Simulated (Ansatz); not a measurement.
Gas-phase electronic energies from Ansatz, PBE0-D4/def2-TZVP geometries. CCSD(T)/CBS is the MP2 limit (def2-TZVPP, def2-QZVPP) plus CCSD(T) − MP2 in def2-TZVPP, frozen cores. Functionals use def2-TZVPP. B3LYP here is the variant with VWN-RPA as its local correlation; programs differ in this. Elements past krypton have def2 core potentials. For Se, Sn outer-core shells are correlated without core-valence functions, which leaves a few kJ/mol of doubt a bond. Scalar relativity is left out up to krypton. Each species was taken in one conformer, which may not be the lowest.

Reaction (redistribution): `CB([SeH])[SeH]` + `[OH][SnH2][OH]` → `CB(O)[SeH]` + `[OH][SnH2][SeH]`

`CB([SeH])[SeH]`:

```xyz
9

C     0.206    1.130   -0.377
B     0.095   -0.308    0.227
Se    1.394   -0.855    1.552
Se   -1.285   -1.562   -0.295
H     0.328    1.075   -1.464
H     1.037    1.713    0.026
H    -0.718    1.689   -0.197
H     0.884   -2.212    1.791
H    -1.942   -0.670   -1.262
```

`[OH][SnH2][OH]`:

Cartesian coordinates in Å:
```
O -0.266 -1.093 -1.254
Sn 0.237 -0.271 0.455
O -0.209 1.637 0.339
H -1.203 -1.019 -1.450
H -0.737 -0.829 1.732
H 1.916 -0.520 0.537
H 0.263 2.095 -0.360
```

`CB(O)[SeH]`:

```xyz
9

C     0.718   -0.411   -0.877
B    -0.238    0.081    0.266
O    -0.185    1.335    0.787
Se   -1.575   -1.146    0.991
H     0.599    0.216   -1.767
H     0.551   -1.446   -1.177
H     1.764   -0.320   -0.563
H     0.495    1.881    0.382
H    -2.130   -0.190    1.958
```

`[OH][SnH2][SeH]`:

Cartesian coordinates in Å:
```
O -0.704 1.200 1.068
Sn 0.649 0.102 0.162
Se -0.455 -1.153 -1.732
H -1.296 1.638 0.451
H 1.828 1.106 -0.555
H 1.207 -0.919 1.398
H -1.230 -1.973 -0.791
```

```tsv
level	ΔE (kJ/mol)	difference from CCSD(T)/CBS
PBE-D4	-105.1	-1.5
r2SCAN-D4	-108.6	-5.0
PBE0-D4	-111.5	-7.9
B3LYP-D4	-112.0	-8.4
ωB97X-V	-108.2	-4.6
ωB97M-V	-112.8	-9.2
B2PLYP	-108.7	-5.1
PBE	-107.5	-3.9
r2SCAN	-109.0	-5.4
PBE0	-113.5	-9.9
B3LYP	-116.0	-12.4
HF/def2-TZVPP	-127.2	-23.6
MP2/def2-TZVPP	-98.2	5.4
SCS-MP2/def2-TZVPP	-99.6	4.0
CCSD/def2-TZVPP	-106.2	-2.6
CCSD(T)/def2-TZVPP	-102.1	1.5
HF/def2-QZVPP	-126.9	-23.3
MP2/def2-QZVPP	-98.9	4.7
SCS-MP2/def2-QZVPP	-100.4	3.2
HF/CBS(def2)	-126.9	-23.3
MP2/CBS(def2)	-99.6	4.0
CCSD/CBS(def2)	-107.6	-4.0
CCSD(T)/CBS	-103.6	0
```

Largest T1 diagnostic among the species: 0.014.

From PBE to PBE0 (25 % exact exchange), in def2-TZVPP and without D4, ΔE moves by −6.1 kJ/mol. In def2-TZVPP, CCSD(T) changes the Hartree–Fock value by +25.1 kJ/mol (the triples alone add +4.0 kJ/mol) and MP2 by +29.0 kJ/mol. The D4 term adds +4.0 kJ/mol with B3LYP and +2.0 kJ/mol with PBE0; it sums over pairs of atoms, weighted by their polarisabilities, and B3LYP, whose exchange is more repulsive, gets the larger term.
